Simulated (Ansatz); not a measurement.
Start from `C[SiH]([SiH3])[S][AlH2]` and change one atom or group to get `C[SiH]([SiH3])[NH][AlH2]`.

Ansatz, PBE0-D4/def2-TZVP geometries, multiplicity 1. Each molecule was computed in one conformer, which needn't be the lowest.

```
                                        property  `C[SiH]([SiH3])[S][AlH2]`
  size of the dipole moment (PBE/def2-TZVPP) / D                       2.36
size of the dipole moment (B3LYP/def2-TZVPP) / D                       2.38
             LUMO energy (B3LYP/def2-TZVPP) / eV                      -0.95
               LUMO energy (PBE/def2-TZVPP) / eV                      -1.62
         HOMO–LUMO gap (ωB97M-V/def2-TZVPP) / eV                      10.05
             HOMO–LUMO gap (PBE/def2-TZVPP) / eV                       4.35
```

(1) Give the same properties after the change, and the shifts. (Estimate.)

Results:

(1) Ansatz gave: 
| property | `C[SiH]([SiH3])[NH][AlH2]` | shift |
| --- | --- | --- |
| size of the dipole moment (PBE/def2-TZVPP) / D | 1.30 | -1.06 |
| size of the dipole moment (B3LYP/def2-TZVPP) / D | 1.23 | -1.15 |
| LUMO energy (B3LYP/def2-TZVPP) / eV | -1.15 | -0.20 |
| LUMO energy (PBE/def2-TZVPP) / eV | -1.71 | -0.09 |
| HOMO–LUMO gap (ωB97M-V/def2-TZVPP) / eV | 9.93 | -0.12 |
| HOMO–LUMO gap (PBE/def2-TZVPP) / eV | 4.37 | 0.02 |

Dipoles are sizes alone; their direction can turn.

B3LYP here is the variant with VWN-RPA as its local correlation; programs differ in this.
